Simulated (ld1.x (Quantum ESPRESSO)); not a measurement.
molybdenum, PAW: configuration errors across variants

- Element: Mo (Z = 42)
- Generator: ld1.x (Quantum ESPRESSO) 7.5
- Type: PAW
- Functional: PBE
- Relativity: scalar-relativistic
- Frozen core: [Ar] 3d10
- Valence charge: 14
- Reference configuration: 4s2 4p6 4d3 5s0 5p0 (charge +3)
- Partial waves: 4s (bound): rcut 1.40, rcutus 1.55 bohr; 5s (bound, empty): rcut 1.40, rcutus 1.55 bohr; 4p (bound): rcut 1.85, rcutus 2.00 bohr; 5p (bound, empty): rcut 1.85, rcutus 2.00 bohr; 4d (bound): rcut 1.05, rcutus 1.30 bohr; 4d channel at -1.75 Ry: rcut 1.05, rcutus 1.30 bohr
- Local potential: all-electron potential smoothed inside 1.15 bohr (lloc = -1)
- Core correction: Bessel-smoothed model core, default radius (core density twice the valence density)
- Augmentation charge: PSQ, inside the norm-conserving radii

All-electron excitation energies from the reference (eV): (1) 4s2 4p6 4d5 5s1 5p0 -49.096; (2) 4s2 4p6 4d5 5s0 5p0 -42.206; (3) 4s2 4p6 4d4 5s0 5p0 -26.744; (4) 4s2 4p6 4d5 5s0 5p1 -45.956; (5) 4s2 4p6 4d4 5s2 5p0 -48.897; (6) 4s2 4p6 4d6 5s0 5p0 -48.333; (7) 4s1 4p6 4d5 5s1 5p0 21.104.

The overlap operator is not positive definite (basis up to 400 Ry) in “base”, “waves 4p (bound): rcut 1.80, rcutus 1.90 bohr; 5p (bound): rcut 1.80, rcutus 1.90 bohr”. Such files are unfit for use, however small their errors in these radial tests.

Tests that are not counted but printed errors over 1 eV. “waves 4p (bound): rcut 1.85, rcutus 2.70 bohr; 5p (bound): rcut 1.85, rcutus 2.70 bohr”: 4s2 4p6 4d5 5s0 5p1 (solver errors, printed error -2.0 eV). “waves 4p (bound): rcut 1.85, rcutus 3.00 bohr; 5p (bound): rcut 1.85, rcutus 3.00 bohr”: 4s2 4p6 4d5 5s0 5p1 (solver errors, printed error -2.0 eV).

1 further variants failed, have other tests or too few solved ones, and are left out.

Errors AE − PS in meV (a dash: test not solved or not reliable):

```tsv
change	(1)	(2)	(3)	(4)	(5)	(6)	(7)	bound ghosts
base	+18	+19	+8.3	+26	+13	+22	-18	not determined (overlap not positive)
waves 4p (bound): rcut 1.80, rcutus 1.90 bohr; 5p (bound): rcut 1.80, rcutus 1.90 bohr	+11	+9.8	+4.7	+10	+9.1	+11	-18	not determined (overlap not positive)
waves 4p (bound): rcut 1.85, rcutus 2.28 bohr; 5p (bound): rcut 1.85, rcutus 2.28 bohr	+2.7	-0.2	-0.1	+5.8	+5.2	+0.5	-22	none
waves 4p (bound): rcut 1.85, rcutus 2.70 bohr; 5p (bound): rcut 1.85, rcutus 2.70 bohr	-0.3	-5.1	-2.4	–	+4.5	-4.7	-25	none
waves 4p (bound): rcut 1.85, rcutus 3.00 bohr; 5p (bound): rcut 1.85, rcutus 3.00 bohr	+9.7	-3.3	-2.1	–	+16	-0.9	-26	none
```

Give the same row for: waves 4p (bound): rcut 1.50, rcutus 1.60 bohr; 5p (bound): rcut 1.50, rcutus 1.60 bohr.

+3.8, +1.3, +0.9, +1.8, +5.9, +1.4, -20; bound ghosts: none.
